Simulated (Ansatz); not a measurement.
Job for Ansatz (a program for electronic structure): R-wB97X-V/def2-TZVPPD on C3H2O2 (a complex). Files ending in .json are basis or fitting sets from the Basis Set Exchange.

Ansatz 0.2 input:
```yaml
crystal:
  periodic: [false, false, false]
  atoms:
    - {symbol: C, position_ang: [-0.62497914, -0.19020078, -0.08033622]}
    - {symbol: C, position_ang: [0.52170081, 0.15034044, -0.12776800]}
    - {symbol: H, position_ang: [-1.64276697, -0.49245405, -0.03192352]}
    - {symbol: H, position_ang: [1.53995539, 0.45277631, -0.16360268]}
    - {symbol: O, position_ang: [1.17883213, 0.35812892, 3.09108842]}
    - {symbol: C, position_ang: [0.06816008, 0.02709376, 3.12769912]}
    - {symbol: O, position_ang: [-1.04182795, -0.30367327, 3.18251101]}
basis:
  gaussian:
    orbitals: def2-TZVPPD.json
hamiltonian:
  xc: {name: wB97X-V}
scf: {lower_state_search: off}
```

It printed:

```
WARN ansatz: RAYON_NUM_THREADS=1 ignored (pool sized by the plan → 1); use --threads N
Functional definition: wB97X-V
these checks for a lower state are left out or cut short: stability, starts, cluster_reference, orbital_swaps, neighbouring_geometries, increment
integrals: 0.15 GiB planned
1008 factors; their error is unknown
integrals: 0.19 GiB planned
297 factors; integrals over basis functions are off by at most 2.9e-5 eV
mean field: 1.37 GiB planned
mean field evaluation 1: about -7231.3787 eV, gradient 5.5e1 eV
mean field evaluation 2: about -7231.8069 eV, gradient 5.7e1 eV
mean field evaluation 4: about -7236.6149 eV, gradient 1.4e0 eV
mean field evaluation 8: about -7236.6355 eV, gradient 4.3e-1 eV
mean field evaluation 16: about -7236.6357 eV, gradient 3.6e-5 eV
mean field -7236.63568691 eV, -265.9414563262 hartree, gradient 4.5e-6 eV, S^2 0.000000; 0 other end points of the search recorded, 0 dependent functions left out
reference -7236.63568438 eV, -265.9414562331 hartree; 18, 18 occupied and 207, 207 virtual orbitals, 1008 factors
Total energy: -7236.63568438 eV, -265.9414562331 hartree
Checks for a lower state left out: stability, starts, cluster_reference, orbital_swaps, neighbouring_geometries, increment
```

The run converged.

Cost: about 7 core-seconds (a rough figure).
